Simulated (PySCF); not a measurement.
# Working with the constants of PmSi

B97-3 constants of PmSi, octet, about 4.9 electrons in the 4f shell (Mulliken), real f orbitals that mix terms (Pm x2c-SVPall, Si x2c-SVPall; spin-free X2C with a Gaussian nucleus (PySCF 2.14); masses 144.9127 and 27.9769 u):

```
ωe                      : 224.0 cm⁻¹
ωexe                    : 0.849 cm⁻¹
Be                      : 0.08589 cm⁻¹
αe                      : 0.000410 cm⁻¹
D (centrifugal)         : 5.05e-08 cm⁻¹
De to Pm (4f5 6s2) + Si : 1.52 eV
```

**Question.** Give the vibrational terms G(v) and spacings up to v = 6.

**Answer.** G(v) = ωe(v+½) − ωexe(v+½)².

| v | G(v) (cm⁻¹) | G(v) − G(v−1) | Bv (cm⁻¹) |
| --- | --- | --- | --- |
| 0 | 111.8 |  | 0.08568 |
| 1 | 334.1 | 222.3 | 0.08527 |
| 2 | 554.7 | 220.6 | 0.08486 |
| 3 | 773.6 | 218.9 | 0.08445 |
| 4 | 990.8 | 217.2 | 0.08404 |
| 5 | 1206.3 | 215.5 | 0.08363 |
| 6 | 1420.1 | 213.8 | 0.08322 |

**Question.** How well does the Morse estimate ωe²/(4ωexe) reproduce De, and what is D0?

**Answer.** It gives 1.83 eV, 121 % of the computed De. D0 = De − G(0) = 1.52 − 0.01 = 1.51 eV.

Spin–orbit coupling is left out, which matters for elements this heavy, above all for dissociation energies. With d or f electrons several states lie close, and the lowest PBE0 determinant need not be the measured ground state.
